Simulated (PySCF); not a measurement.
# Two-component Hartree-Fock for Tl⁶⁴⁺ (thallium, charge +64)

Start: [Ne] 3s2 3p5; 3p1/2 filled at m_j = +1/2; 3p3/2 filled at m_j = -3/2, -1/2, +1/2, +3/2. Calculated with PySCF 2.14 in an even-tempered Gaussian basis (17 s from 21 bohr⁻², ratio 2.4; 14 p from 28 bohr⁻², ratio 2.4; 4 d from 98 bohr⁻², ratio 2.6; 4 f from 150 bohr⁻², ratio 2.6): generalised Hartree-Fock with the X2C-1e Hamiltonian and a Gaussian nucleus; one run each with spin-orbit coupling (SO) screened by Boettger's factors, then bare. This is a chosen level, not necessarily the ground level.

```csv
spinor shell,electrons,"ε, screened SO (eV)","ε, bare SO (eV)",weight of nominal j (bare SO),"rms radius, bare SO (bohr)"
1s1/2,2,-91189.9,-91188.5,1.000,0.0184
2s1/2,2,-20478.2,-20477.9,1.000,0.0734
2p1/2,2,-19873.9,-19921.7,1.000,0.0619
2p3/2,4,-17773.4,-17759.6,1.000,0.0699
3s1/2,2,-8080.3,-8080.3,1.000,0.178
3p1/2,1,-7854.5,-7866.9,1.000,0.168
3p3/2,4,-7293.6,-7289.9,1.000,0.181
```

| quantity | screened SO | bare SO |
| --- | --- | --- |
| E (hartree) | -15610.72107 | -15612.18137 |
| M_J | 1/2 | 1/2 |
| ⟨J²⟩ | 0.750 | 0.750 |
| ⟨L²⟩ | 2.059 | 2.063 |
| ⟨S²⟩ | 0.809 | 0.812 |

Each row is a mean over spinors that exchange with the open shell spreads, by up to 24.478 eV (2p1/2).

Breit and QED terms are absent; they matter most for the inner s and p1/2 levels.

Densities and radii are taken from the X2C orbitals without a picture-change correction, which distorts them close to the nucleus.
